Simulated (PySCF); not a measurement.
HfO3, SMILES [Hf]1(=[O])[O][O]1, multiplicity 1.

The structure is a stationary point at B3LYP-D3(BJ)/def2-TZVP. The multiplicity is an assumed one; other spin states were not compared. The def2 effective core potentials stand for the cores of Hf; spin–orbit coupling is left out.

Two levels are set side by side: PBE/def2-TZVPD (PySCF) and B3LYP/def2-TZVPD (PySCF). Same geometry, gas phase. Differences are taken from unrounded values.

```
quantity                     B3LYP
---------------------------  -----
orbital gap (eV)              3.04
highest occupied level (eV)  -6.81
lowest empty level (eV)      -3.77
dipole moment (D)             7.80
mean polarisability (bohr³)   47.3
```

### Question
What does PBE give, and how far is it from B3LYP? (The exact figures need the calculation; the answer reports its results.)

### Answer

| quantity | PBE | PBE minus B3LYP |
|---|---|---|
| orbital gap (eV) | 1.49 | -1.55 |
| highest occupied level (eV) | -5.49 | 1.32 |
| lowest empty level (eV) | -4.00 | -0.23 |
| dipole moment (D) | 7.23 | -0.57 |
| mean polarisability (bohr³) | 50.4 | 3.2 |

Without exact exchange PBE keeps part of each electron's self-repulsion, which lifts occupied levels and narrows the gap. Loosely held outer electrons make PBE densities more polarisable. Differences between two approximate levels are no errors against the true value.

Rough cost on one machine, each run with all the roots and properties that it gave: B3LYP against PBE within a factor of 2.
